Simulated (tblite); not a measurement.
C5H2F3O3 (charge -1).
Bonds: O1–C2, C2–O3 (aromatic), O3–C4 (aromatic), C4–C5 (aromatic), C5–C6 (aromatic), C6–O7, O7–C8, C8–F9, C8–F10, C8–F11, C2–C6 (aromatic). Hydrogens: H12 on C4; H13 on C5.
Bond orders are those of one Lewis drawing.

Computed with GFN2-xTB (tblite), gas phase: Langevin dynamics at 300 K from the optimised GFN2-xTB geometry, time step 0.5 fs, friction 0.01 fs⁻¹, 2000 steps.

Start geometry:
```
atom  x, y, z in Å
O1     -0.736    2.521   -0.145
C2     -0.944    1.313   -0.028
O3     -2.192    0.769   -0.334
C4     -2.148   -0.583   -0.113
C5     -0.925   -0.957    0.332
C6     -0.160    0.230    0.402
O7      1.210    0.302    0.849
C8      2.082   -0.014   -0.044
F9      3.332    0.109    0.459
F10     2.029   -1.310   -0.481
F11     2.090    0.703   -1.187
H12    -3.045   -1.136   -0.312
H13    -0.597   -1.947    0.584
```

The statistics below take the 31 frames saved every 25 fs from 250 to 1000 fs; their kinetic temperature (all 3N coordinates) averages 292 K.

**Question.** How do the bond lengths spread?

**Answer.** 
| bond | start (Å) | mean (Å) | standard deviation (Å) | shortest (Å) | longest (Å) |
| --- | --- | --- | --- | --- | --- |
| O1–C2 | 1.232 | 1.230 | 0.018 | 1.198 | 1.274 |
| C2–O3 | 1.396 | 1.401 | 0.031 | 1.345 | 1.476 |
| O3–C4 | 1.370 | 1.377 | 0.023 | 1.327 | 1.434 |
| C4–C5 | 1.354 | 1.359 | 0.023 | 1.316 | 1.417 |
| C5–C6 | 1.413 | 1.416 | 0.027 | 1.370 | 1.470 |
| C6–O7 | 1.443 | 1.446 | 0.033 | 1.382 | 1.518 |
| O7–C8 | 1.288 | 1.288 | 0.027 | 1.223 | 1.342 |
| C8–F9 | 1.353 | 1.362 | 0.036 | 1.312 | 1.471 |
| C8–F10 | 1.369 | 1.385 | 0.032 | 1.313 | 1.474 |
| C8–F11 | 1.349 | 1.346 | 0.030 | 1.294 | 1.400 |
| C2–C6 | 1.404 | 1.403 | 0.029 | 1.354 | 1.462 |
| C4–H12 | 1.073 | 1.081 | 0.038 | 1.006 | 1.171 |
| C5–H13 | 1.074 | 1.081 | 0.026 | 1.026 | 1.154 |

**Question.** Give the same statistics for bond angles, one of each kind among heavy atoms.

**Answer.** 
| angle | start (°) | mean (°) | standard deviation (°) | smallest (°) | largest (°) |
| --- | --- | --- | --- | --- | --- |
| O1–C2–O3 | 120.8 | 121.3 | 3.0 | 114.6 | 126.8 |
| O1–C2–C6 | 133.7 | 133.1 | 3.1 | 126.9 | 140.3 |
| O3–C2–C6 | 105.4 | 105.3 | 1.8 | 99.9 | 109.4 |
| C2–O3–C4 | 108.6 | 108.4 | 1.7 | 105.1 | 111.9 |
| O3–C4–C5 | 110.8 | 110.5 | 2.3 | 105.3 | 115.1 |
| C4–C5–C6 | 105.9 | 105.6 | 2.3 | 101.6 | 110.7 |
| C5–C6–O7 | 124.8 | 125.5 | 4.0 | 117.1 | 132.7 |
| C2–C6–C5 | 109.3 | 109.5 | 2.2 | 105.1 | 114.4 |
| C2–C6–O7 | 125.9 | 124.6 | 4.1 | 114.2 | 131.6 |
| C6–O7–C8 | 114.6 | 117.5 | 3.3 | 110.0 | 125.3 |
| O7–C8–F9 | 110.2 | 112.8 | 2.9 | 106.2 | 117.0 |
| O7–C8–F10 | 115.3 | 112.5 | 3.4 | 106.3 | 119.0 |
| O7–C8–F11 | 117.5 | 117.9 | 3.3 | 112.4 | 127.5 |
| F9–C8–F10 | 103.9 | 102.2 | 3.6 | 96.2 | 109.0 |

**Question.** How far does each atom move about its mean position (frames aligned on the start, all atoms weighted alike), and what rms force does it feel?

**Answer.** 
| atom | rms displacement (Å) | rms force (eV/Å) |
| --- | --- | --- |
| O1 | 0.18 | 1.29 |
| C2 | 0.11 | 1.98 |
| O3 | 0.11 | 1.15 |
| C4 | 0.09 | 1.93 |
| C5 | 0.09 | 1.85 |
| C6 | 0.12 | 1.56 |
| O7 | 0.19 | 1.56 |
| C8 | 0.07 | 1.93 |
| F9 | 0.31 | 1.01 |
| F10 | 0.31 | 0.91 |
| F11 | 0.16 | 1.06 |
| H12 | 0.17 | 1.28 |
| H13 | 0.21 | 0.93 |

The displacements run from 0.07 to 0.31 Å.

**Question.** Follow the torsions C5–C6–O7–C8 and C6–O7–C8–F9 through every second one of these frames.

**Answer.** 
```json
{"t (fs)": "250", "C5–C6–O7–C8 (°)": "94", "C6–O7–C8–F9 (°)": "146"}
{"t (fs)": "300", "C5–C6–O7–C8 (°)": "95", "C6–O7–C8–F9 (°)": "138"}
{"t (fs)": "350", "C5–C6–O7–C8 (°)": "95", "C6–O7–C8–F9 (°)": "136"}
{"t (fs)": "400", "C5–C6–O7–C8 (°)": "96", "C6–O7–C8–F9 (°)": "141"}
{"t (fs)": "450", "C5–C6–O7–C8 (°)": "85", "C6–O7–C8–F9 (°)": "146"}
{"t (fs)": "500", "C5–C6–O7–C8 (°)": "93", "C6–O7–C8–F9 (°)": "145"}
{"t (fs)": "550", "C5–C6–O7–C8 (°)": "86", "C6–O7–C8–F9 (°)": "157"}
{"t (fs)": "600", "C5–C6–O7–C8 (°)": "86", "C6–O7–C8–F9 (°)": "146"}
{"t (fs)": "650", "C5–C6–O7–C8 (°)": "86", "C6–O7–C8–F9 (°)": "147"}
{"t (fs)": "700", "C5–C6–O7–C8 (°)": "100", "C6–O7–C8–F9 (°)": "134"}
{"t (fs)": "750", "C5–C6–O7–C8 (°)": "102", "C6–O7–C8–F9 (°)": "124"}
{"t (fs)": "800", "C5–C6–O7–C8 (°)": "107", "C6–O7–C8–F9 (°)": "124"}
{"t (fs)": "850", "C5–C6–O7–C8 (°)": "114", "C6–O7–C8–F9 (°)": "96"}
{"t (fs)": "900", "C5–C6–O7–C8 (°)": "115", "C6–O7–C8–F9 (°)": "108"}
{"t (fs)": "950", "C5–C6–O7–C8 (°)": "121", "C6–O7–C8–F9 (°)": "106"}
{"t (fs)": "1000", "C5–C6–O7–C8 (°)": "113", "C6–O7–C8–F9 (°)": "102"}
```

Largest departure from the start value over all these frames: C5–C6–O7–C8 44° (start 81°), C6–O7–C8–F9 82° (start 179°).

**Question.** How widely does the potential energy scatter, against a harmonic estimate?

**Answer.** Mean 0.45 eV above the start, standard deviation 0.102 eV, range 0.30 to 0.76 eV. For 33 classical harmonic modes at 300 K the canonical values are 33kT/2 = 0.43 eV and kT·√(33/2) = 0.105 eV.

The run is classical and short, so these are rough statistics of one trajectory.

The cost below is that of the whole dynamics run. The run took about 30 s of CPU time (one thread, shared machine).
